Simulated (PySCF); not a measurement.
C$_{2}$H$_{6}$GaI, singlet, at a GFN2-xTB geometry (such geometries of metal compounds can be far from the true shape) (all electrons, no relativity), with bond 10-7 at 1.4 times its length; CASSCF(4,3)/STO-3G in PySCF.

Input for PySCF:
```python
from pyscf import gto, scf, mcscf
import numpy

mol = gto.M(
    atom='''
Ga    0.877985    0.757838    0.125728
I    -1.027025   -0.887045   -0.147591
C     0.618032    2.466142   -0.952852
H     0.523694    2.224574   -2.016959
H     1.447889    3.165177   -0.826481
H    -0.307729    2.963926   -0.645106
C     2.337619    0.087777    1.378631
H     3.178926    0.781737    1.441404
H     2.709007   -0.882754    1.032593
H     1.765689   -0.113182    2.787002
''',
    basis='sto-3g',
    charge=0,
    spin=0,
    verbose=4,
)

mf = scf.RHF(mol)
mf.kernel()
mc = mcscf.CASSCF(mf, 3, 4)
mc.fix_spin_(ss=0.0)
mc.kernel()
occ = numpy.linalg.eigvalsh(mc.fcisolver.make_rdm1(mc.ci, mc.ncas, mc.nelecas))[::-1]
ss = mc.fcisolver.spin_square(mc.ci, mc.ncas, mc.nelecas)[0]
print('natural occupations', occ.round(4), ' <S^2>', round(ss, 4))
```

It wrote (shortened):

```
PySCF version 2.14.0

[INPUT] verbose = 4
[INPUT] num. atoms = 10
[INPUT] num. electrons = 102
[INPUT] charge = 0
[INPUT] spin (= nelec alpha-beta = 2S) = 0
[INPUT] symmetry False subgroup None
[INPUT] Mole.unit = angstrom
[INPUT] Symbol           X                Y                Z      unit          X                Y                Z       unit  Magmom
[...]
nuclear repulsion = 633.5783451968
number of shells = 31
number of NR pGTOs = 183
number of NR cGTOs = 61
basis = sto-3g
ecp = {}

******** <class 'pyscf.scf.hf.RHF'> ********
method = RHF
initial guess = minao
damping factor = 0
level_shift factor = 0
DIIS = <class 'pyscf.scf.diis.CDIIS'>
diis_start_cycle = 1
diis_space = 8
diis_damp = 0
SCF conv_tol = 1e-09
SCF conv_tol_grad = None
SCF max_cycles = 50
direct_scf = True
direct_scf_tol = 1e-13
Set gradient conv threshold to 3.16228e-05
Initial guess from minao.
init E= -8804.97457784656
[...]
cycle= 1 E= -8829.68418340436  delta_E= -24.7  |g|= 0.499  |ddm|= 3.45
[...]
cycle= 2 E= -8829.8427901739  delta_E= -0.159  |g|= 0.125  |ddm|=  1.3
[...]
cycle= 3 E= -8829.85181524135  delta_E= -0.00903  |g|= 0.0348  |ddm|= 0.29
[...]
cycle= 4 E= -8829.85275086171  delta_E= -0.000936  |g|= 0.0129  |ddm|= 0.108
[...]
cycle= 5 E= -8829.85285369176  delta_E= -0.000103  |g|= 0.00335  |ddm|= 0.0339
[...]
cycle= 6 E= -8829.8528687055  delta_E= -1.5e-05  |g|= 0.00179  |ddm|= 0.0136
[...]
cycle= 7 E= -8829.85287578341  delta_E= -7.08e-06  |g|= 0.000983  |ddm|= 0.0113
[...]
cycle= 8 E= -8829.8528787969  delta_E= -3.01e-06  |g|= 0.000719  |ddm|= 0.00679
[...]
cycle= 9 E= -8829.85288155696  delta_E= -2.76e-06  |g|= 0.000512  |ddm|= 0.00806
[...]
cycle= 10 E= -8829.8528831715  delta_E= -1.61e-06  |g|= 0.000384  |ddm|= 0.0064
[...]
cycle= 11 E= -8829.85288449414  delta_E= -1.32e-06  |g|= 0.000221  |ddm|= 0.00812
[...]
cycle= 12 E= -8829.85288495441  delta_E= -4.6e-07  |g|= 0.00013  |ddm|= 0.00578
[...]
cycle= 13 E= -8829.85288506683  delta_E= -1.12e-07  |g|= 9.68e-05  |ddm|= 0.0019
[...]
cycle= 14 E= -8829.85288516006  delta_E= -9.32e-08  |g|= 4.91e-05  |ddm|= 0.00236
[...]
cycle= 15 E= -8829.85288518415  delta_E= -2.41e-08  |g|= 1.81e-05  |ddm|= 0.00157
[...]
cycle= 16 E= -8829.85288518533  delta_E= -1.18e-09  |g|= 1.17e-05  |ddm|= 0.000228
[...]
cycle= 17 E= -8829.85288518586  delta_E= -5.28e-10  |g|= 8.75e-06  |ddm|= 0.000109
[...]
Extra cycle  E= -8829.85288518594  delta_E= -8.19e-11  |g|= 7.69e-06  |ddm|= 2.98e-05
converged SCF energy = -8829.85288518594

******** <class 'pyscf.mcscf.mc1step.CASSCF'> ********
CAS (2e+2e, 3o), ncore = 49, nvir = 9
max_cycle_macro = 50
max_cycle_micro = 4
conv_tol = 1e-07
conv_tol_grad = None
orbital rotation max_stepsize = 0.02
orbital rotation threshold for CI restart = 0.01
augmented hessian ah_max_cycle = 30
augmented hessian ah_conv_tol = 1e-12
augmented hessian ah_linear dependence = 1e-14
augmented hessian ah_level shift = 1e-08
augmented hessian ah_start_tol = 2.5
augmented hessian ah_start_cycle = 3
augmented hessian ah_grad_trust_region = 3
kf_trust_region = 3
kf_interval = 4
ci_response_space = 4
ci_grad_trust_region = 3
with_dep4 0
natorb = False
canonicalization = True
sorting_mo_energy = False
ao2mo_level = 2
internal_rotation = False
******** <class 'pyscf.fci.addons.SpinPenaltyFCISolver'> ********
max. cycles = 50
conv_tol = 1e-08
davidson only = True
linear dependence = 1e-12
level shift = 0.001
max iter space = 12
nroots = 1
pspace_size = 400
spin = None
CASCI E = -8829.85295871461  S^2 = 0.0000000
Set conv_tol_grad to 0.000316228
macro iter   1 (  7 JK    2 micro), CASSCF E = -8829.85297055122  dE = -1.18366079e-05  S^2 = 0.0000000
               |grad[o]|=0.00091  |grad[c]|=0.00163  |ddm|=0.0243  |maxRot[o]|=0.0368
macro iter   2 ( 12 JK    3 micro), CASSCF E = -8829.85323754552  dE = -2.66994306e-04  S^2 = 0.0000000
               |grad[o]|=0.00139  |grad[c]|=0.0102  |ddm|=0.0689  |maxRot[o]|=0.148
[...]
macro iter  32 (  9 JK    3 micro), CASSCF E = -8829.86917108955  dE =  4.03073864e-06  S^2 = 0.0000000
               |grad[o]|=0.00566  |grad[c]|=0.00851  |ddm|=0.000897  |maxRot[o]|=0.0502
macro iter  33 ( 21 JK    4 micro), CASSCF E = -8829.86917404255  dE = -2.95300015e-06  S^2 = 0.0000000
               |grad[o]|=0.00744  |grad[c]|=0.00195  |ddm|=0.000412  |maxRot[o]|=0.0109
macro iter  34 (  7 JK    2 micro), CASSCF E = -8829.86917499523  dE = -9.52682967e-07  S^2 = 0.0000000
               |grad[o]|=0.00509  |grad[c]|=0.000801  |ddm|=0.000174  |maxRot[o]|=0.0376
macro iter  35 (  7 JK    2 micro), CASSCF E = -8829.86917624004  dE = -1.24480903e-06  S^2 = 0.0000000
               |grad[o]|=0.00547  |grad[c]|=0.00395  |ddm|=0.000195  |maxRot[o]|=0.0512
macro iter  36 (  7 JK    2 micro), CASSCF E = -8829.86917819628  dE = -1.95623397e-06  S^2 = 0.0000000
               |grad[o]|=0.0061  |grad[c]|=0.0149  |ddm|=0.000276  |maxRot[o]|=0.0598
macro iter  37 (  7 JK    2 micro), CASSCF E = -8829.86918385076  dE = -5.65448863e-06  S^2 = 0.0000000
               |grad[o]|=0.00773  |grad[c]|=0.0287  |ddm|=0.00128  |maxRot[o]|=0.0614
macro iter  38 (  7 JK    2 micro), CASSCF E = -8829.86919817169  dE = -1.43209272e-05  S^2 = 0.0000000
               |grad[o]|=0.0105  |grad[c]|=0.0281  |ddm|=0.00252  |maxRot[o]|=0.0671
macro iter  39 (  7 JK    2 micro), CASSCF E = -8829.86922813335  dE = -2.99616586e-05  S^2 = 0.0000000
               |grad[o]|=0.0143  |grad[c]|=0.0224  |ddm|=0.00394  |maxRot[o]|=0.0685
macro iter  40 (  7 JK    2 micro), CASSCF E = -8829.86928924446  dE = -6.11111118e-05  S^2 = 0.0000000
               |grad[o]|=0.0186  |grad[c]|=0.0204  |ddm|=0.00601  |maxRot[o]|=0.0691
macro iter  41 ( 21 JK    4 micro), CASSCF E = -8829.86910176497  dE =  1.87479494e-04  S^2 = 0.0000000
               |grad[o]|=0.0237  |grad[c]|=0.0182  |ddm|=0.00392  |maxRot[o]|=0.147
macro iter  42 ( 21 JK    4 micro), CASSCF E = -8829.86913163216  dE = -2.98671948e-05  S^2 = 0.0000000
               |grad[o]|=0.0175  |grad[c]|=0.00215  |ddm|=0.000728  |maxRot[o]|=0.0215
macro iter  43 ( 21 JK    4 micro), CASSCF E = -8829.86912411163  dE =  7.52053529e-06  S^2 = 0.0000000
               |grad[o]|=0.0144  |grad[c]|=0.00839  |ddm|=0.00118  |maxRot[o]|=0.00899
macro iter  44 ( 21 JK    4 micro), CASSCF E = -8829.86913579854  dE = -1.16869141e-05  S^2 = 0.0000000
               |grad[o]|=0.0135  |grad[c]|=0.00155  |ddm|=0.000317  |maxRot[o]|=0.00497
macro iter  45 ( 21 JK    4 micro), CASSCF E = -8829.86912372381  dE =  1.20747336e-05  S^2 = 0.0000000
               |grad[o]|=0.0128  |grad[c]|=0.00608  |ddm|=0.000998  |maxRot[o]|=0.0597
macro iter  46 ( 21 JK    4 micro), CASSCF E = -8829.86913181745  dE = -8.09363883e-06  S^2 = 0.0000000
               |grad[o]|=0.0107  |grad[c]|=0.000896  |ddm|=0.000273  |maxRot[o]|=0.0046
macro iter  47 ( 21 JK    4 micro), CASSCF E = -8829.86913632616  dE = -4.50871266e-06  S^2 = 0.0000000
               |grad[o]|=0.0105  |grad[c]|=0.00283  |ddm|=0.000497  |maxRot[o]|=0.0482
macro iter  48 ( 21 JK    4 micro), CASSCF E = -8829.86905430986  dE =  8.20162950e-05  S^2 = 0.0000000
               |grad[o]|=0.00995  |grad[c]|=0.0193  |ddm|=0.000741  |maxRot[o]|=0.0855
macro iter  49 ( 21 JK    4 micro), CASSCF E = -8829.86908950867  dE = -3.51988074e-05  S^2 = 0.0000000
               |grad[o]|=0.00974  |grad[c]|=0.000528  |ddm|=0.00107  |maxRot[o]|=0.00775
macro iter  50 ( 21 JK    4 micro), CASSCF E = -8829.86910251145  dE = -1.30027784e-05  S^2 = 0.0000000
               |grad[o]|=0.00913  |grad[c]|=0.00436  |ddm|=0.000927  |maxRot[o]|=0.0113
1-step CASSCF not converged,  50 macro (705 JK 157 micro) steps
CASSCF canonicalization
Density matrix diagonal elements [1.95490937 1.99946616 0.04562448]
CASSCF energy = -8829.86910251145
CASCI E = -8829.86910251145  E(CI) = -12.9518793544321  S^2 = 0.0000000
natural occupations [2.     1.9634 0.0366]  <S^2> 0.0
```

Convergence was not reached.
